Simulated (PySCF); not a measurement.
Species: C₇H₄NO (charge -1).
Bonds: N1–C2 (triple), C2–C3, C3–C4 (aromatic), C4–C5 (aromatic), C5–C6 (aromatic), C6–C7 (aromatic), C7–O8, C7–C9 (aromatic), C3–C9 (aromatic). Hydrogens: H10 on C4; H11 on C5; H12 on C6; H13 on C9.

Level of theory: PBE0-D3(BJ)/def2-SVP geometry optimisation, gas phase (PySCF).

(1) List the bond lengths and angles at this level.

## Answers

(1) 
| bond | length (bohr) |
| --- | --- |
| N1≡C2 | 2.198 |
| C2–C3 | 2.710 |
| C3–C4 | 2.666 |
| C4–C5 | 2.644 |
| C5–C6 | 2.618 |
| C6–C7 | 2.743 |
| C7–O8 | 2.358 |
| C7–C9 | 2.740 |
| C3–C9 | 2.639 |
| C4–H10 | 2.061 |
| C5–H11 | 2.072 |
| C6–H12 | 2.069 |
| C9–H13 | 2.066 |

A selection of angles:
| angle | degrees |
| --- | --- |
| N1–C2–C3 | 179.5 |
| C2–C3–C4 | 118.8 |
| C2–C3–C9 | 119.2 |
| C4–C3–C9 | 122.0 |
| C3–C4–C5 | 117.1 |
| C4–C5–C6 | 121.9 |
| C5–C6–C7 | 123.3 |
| C6–C7–O8 | 123.5 |
| C6–C7–C9 | 113.2 |
| O8–C7–C9 | 123.3 |
| C3–C9–C7 | 122.5 |

The 6-membered ring C3–C4–C5–C6–C7–C9 has internal angles of 113.2° to 123.3° (sum 720°, against 720° for a flat polygon); it is planar, 0.00 Å rms from its mean plane, widest ring torsion 0°. C5 (aromatic CH carbon) is planar (angles 121.9°, 119.1° and 118.9°, sum 360.0°, 0.00 Å off the plane of its three neighbours). C3 (substituted aromatic carbon) is planar (angles 122.0°, 119.2° and 118.8°, sum 360.0°, 0.00 Å off the plane of its three neighbours). C4 (aromatic CH carbon) is planar (angles 122.2°, 120.7° and 117.1°, sum 360.0°, 0.00 Å off the plane of its three neighbours). The 7 C–C bonds span 1.386 Å (C5–C6, aromatic) to 1.451 Å (C6–C7, aromatic), a spread of 0.065 Å. C9 (aromatic CH carbon) is planar (angles 122.5°, 120.3° and 117.2°, sum 360.0°, 0.00 Å off the plane of its three neighbours). C7 (aromatic carbon bearing oxygen) is planar (angles 123.5°, 123.3° and 113.2°, sum 360.0°, 0.00 Å off the plane of its three neighbours).

Point group: Cs (every atom within 0.08 Å of its image). PBE0-D3(BJ)/def2-SVP frequencies: not computed here. The geometry's basis has no diffuse functions, a weakness for an anion.
